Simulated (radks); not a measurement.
Problem. These are the eigenvalues of the occupied orbitals of an atom or ion with whole-number occupations (hartree). Calculated with a radial shooting solver on a logarithmic mesh with Libxc functionals: Dirac Kohn-Sham, PBE, spin-unpolarised, spherical densities, finite nucleus; Fermi nuclear charge, rms radius of each element as measured or else 0.836 A^(1/3) + 0.57 fm.

| orbital | eigenvalue |
|---|---|
| 1s1/2 | -1478.504 |
| 2s1/2 | -236.6626 |
| 2p1/2 | -223.4534 |
| 2p3/2 | -207.0416 |
| 3s1/2 | -50.98761 |
| 3p1/2 | -45.39222 |
| 3p3/2 | -42.16702 |
| 3d3/2 | -32.38221 |
| 3d5/2 | -31.68966 |
| 4s1/2 | -10.34415 |
| 4p1/2 | -8.26569 |
| 4p3/2 | -7.57313 |
| 4d3/2 | -4.16062 |
| 4d5/2 | -4.03929 |
| 5s1/2 | -1.52447 |
| 5p1/2 | -0.95816 |
| 5p3/2 | -0.85716 |
| 4f5/2 | -0.23836 |
| 6s1/2 | -0.15736 |
| 5d3/2 | -0.14515 |
| 6p1/2 | -0.07115 |

Which element is it, and in what charge state? The configuration may be excited. Open shells, if any, fill j = l - 1/2 first.

Solution. Z = 58, cerium, charge 0: Ce in [Xe] 4f1 5d1 6s1 6p1. The list shows which subshells hold electrons but not how many an open one holds; the 1s level, -1478.5 hartree, gives Z - s = 54.4 by -(Z - s)^2/2, which with screening and relativity narrows Z to a few neighbours, and the depths of the outer levels then fix element, charge and occupations together.
